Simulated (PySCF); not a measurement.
## Te2: everyday levels beside a composite calculation

PySCF; the state is a triplet (π ↑↑). The composite is CCSD(T) extrapolated to the basis-set limit from two correlation-consistent sets, with core-valence (CV) and scalar-relativistic (SR) terms as its label shows; it has no spin–orbit coupling and nothing beyond (T). Here it is CCSD(T)/CBS(TQ). It gives Re = 2.567 Å, ωe = 256 cm⁻¹ and De = 2.92 eV to Te + Te.

```
       level         basis                           relativity  Re (Å)  ωe (cm⁻¹)  De (eV)
    ROHF-MP2  x2c-TZVPPall                        spin-free X2C   2.561        249     2.99
 UHF-CCSD(T)      def2-SVP  scalar-relativistic core potentials   2.606        245     2.34
ROHF-CCSD(T)  x2c-TZVPPall                        spin-free X2C   2.568        252     2.68
      revPBE      def2-SVP  scalar-relativistic core potentials   2.608        240     3.10
      revPBE  x2c-TZVPPall                        spin-free X2C   2.592        242     3.16
        TPSS  x2c-TZVPPall                        spin-free X2C   2.577        248     3.33
      r²SCAN      def2-SVP  scalar-relativistic core potentials   2.578        254     3.07
        PBE0    cc-pVTZ-PP  scalar-relativistic core potentials   2.547        265     3.05
        PBE0  x2c-TZVPPall                        spin-free X2C   2.547        264     3.06
     ωB97X-V  x2c-TZVPPall                        spin-free X2C   2.519        282     2.88
```

Problem. Give the difference of each row from the composite.

Solution. 

| level | basis | ΔRe (pm) | Δωe (%) | ΔDe (eV) |
| --- | --- | --- | --- | --- |
| ROHF-MP2 | x2c-TZVPPall | -0.6 | -2.7 | +0.07 |
| UHF-CCSD(T) | def2-SVP | +3.9 | -4.3 | -0.58 |
| ROHF-CCSD(T) | x2c-TZVPPall | +0.1 | -1.6 | -0.24 |
| revPBE | def2-SVP | +4.1 | -6.2 | +0.18 |
| revPBE | x2c-TZVPPall | +2.5 | -5.5 | +0.24 |
| TPSS | x2c-TZVPPall | +1.0 | -3.1 | +0.41 |
| r²SCAN | def2-SVP | +1.1 | -0.8 | +0.15 |
| PBE0 | cc-pVTZ-PP | -2.0 | +3.5 | +0.13 |
| PBE0 | x2c-TZVPPall | -2.0 | +3.1 | +0.14 |
| ωB97X-V | x2c-TZVPPall | -4.8 | +10.2 | -0.04 |

Problem. Which rows come closest in De?

Solution. ωB97X-V in x2c-TZVPPall (-0.04 eV), counted from the composite.

Correlated steps freeze the inner cores (8 to 36 orbitals); shallow outer-core shells are correlated. Correlated levels converge slowly with the basis: in double zeta they bind strong bonds too weakly, by up to about 1 eV, and carry superposition errors of some tenths. These are scalar-relativistic numbers at best; spin–orbit coupling would shift them, the dissociation energy most. The state was picked by a PBE0 search and need not be the measured ground state.
